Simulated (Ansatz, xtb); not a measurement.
Two isomers of C3H4ClN3

We compare I, `Cn1ncnc1Cl`, a singlet, with II, `Cn1cnc(Cl)n1`, a singlet. Both are isolated molecules in the gas phase, relaxed with B3LYP-D3(BJ)/def2-SVP.

I (Å):

| atom | x (Å) | y (Å) | z (Å) |
| --- | --- | --- | --- |
| C | -1.0567 | -1.2296 | 0.4382 |
| C | -0.4983 | 2.2029 | 0.7342 |
| C | -1.1560 | 0.9734 | -0.8125 |
| Cl | -1.7160 | 0.2995 | -2.2872 |
| N | -0.9136 | 0.2024 | 0.2771 |
| N | -0.4861 | 0.9987 | 1.2833 |
| N | -0.9065 | 2.2374 | -0.5646 |
| H | -0.4147 | -1.7657 | -0.2762 |
| H | -0.7528 | -1.4708 | 1.4628 |
| H | -2.1012 | -1.5355 | 0.2785 |
| H | -0.2016 | 3.0917 | 1.2898 |

II (Å):

```yaml
atoms:
  - { symbol: C, position_ang: [-1.0746, -0.8772, 1.2889] }
  - { symbol: C, position_ang: [-0.5481, 1.4846, 0.5378] }
  - { symbol: C, position_ang: [-0.9676, 1.2056, -1.4848] }
  - { symbol: Cl, position_ang: [-1.1628, 1.5237, -3.1608] }
  - { symbol: N, position_ang: [-0.9361, 0.2034, 0.3374] }
  - { symbol: N, position_ang: [-0.5579, 2.1486, -0.6042] }
  - { symbol: N, position_ang: [-1.2110, 0.0102, -0.9701] }
  - { symbol: H, position_ang: [-0.4141, -1.7114, 1.0115] }
  - { symbol: H, position_ang: [-2.1143, -1.2350, 1.3061] }
  - { symbol: H, position_ang: [-0.7986, -0.5085, 2.2858] }
  - { symbol: H, position_ang: [-0.2742, 1.8784, 1.5163] }
```

**Question.** Which of the two would you expect CCSD(T)/def2-SVP + ΔMP2/def2-TZVPP electronic energies to favour?

**Answer.** Too close to call at this level: CCSD(T)/def2-SVP + ΔMP2/def2-TZVPP gives E(II) − E(I) = −0.23 kcal/mol.

How the difference moves with the method:

| level | geometry | E(II) − E(I) (kcal/mol) | departure from the last row (kcal/mol) | job, with rough time for the two |
| --- | --- | --- | --- | --- |
| GFN2-xTB | GFN2-xTB | +0.36 | +0.59 | optimisation, 0.21 s |
| HF/STO-3G | GFN2-xTB | −0.23 | 0.00 | single point, 0.77 s |
| r2SCAN-D4/def2-SVP | GFN2-xTB | +0.07 | +0.30 | single point, 4.2 s |
| B3LYP-D3(BJ)/def2-SVP | B3LYP-D3(BJ)/def2-SVP | +0.17 | +0.40 | optimisation, 40 s |
| HF/def2-SVP | B3LYP-D3(BJ)/def2-SVP | −0.76 | −0.52 | part of the CCSD(T) run |
| MP2/def2-SVP | B3LYP-D3(BJ)/def2-SVP | −0.09 | +0.15 | part of the CCSD(T) run |
| CCSD(T)/def2-SVP | B3LYP-D3(BJ)/def2-SVP | −0.19 | +0.04 | single point |
| CCSD(T)/def2-SVP + ΔMP2/def2-TZVPP | B3LYP-D3(BJ)/def2-SVP | −0.23 |  | single point, 64 s |

As drawn, both hold the same kinds of bond in the same numbers.

The largest departure from CCSD(T)/def2-SVP + ΔMP2/def2-TZVPP is that of GFN2-xTB, 0.59 kcal/mol. The last row adds to CCSD(T) the change of the MP2 difference between the two basis sets, here −0.04 kcal/mol.

With thermal terms from frequencies at re-optimised GFN2-xTB minima (ideal gas, soft modes damped towards free rotors, one conformer each, 298.15 K, 1 atm): the zero-point term adds −0.07 kcal/mol; ΔH is −0.27 and ΔG −0.39 kcal/mol.

The correlated steps freeze 11 core orbitals. Run with Ansatz 0.2.0, xtb 6.7.1; the last row on 2 threads of Intel(R) Xeon(R) Processor @ 2.70GHz on a shared host.
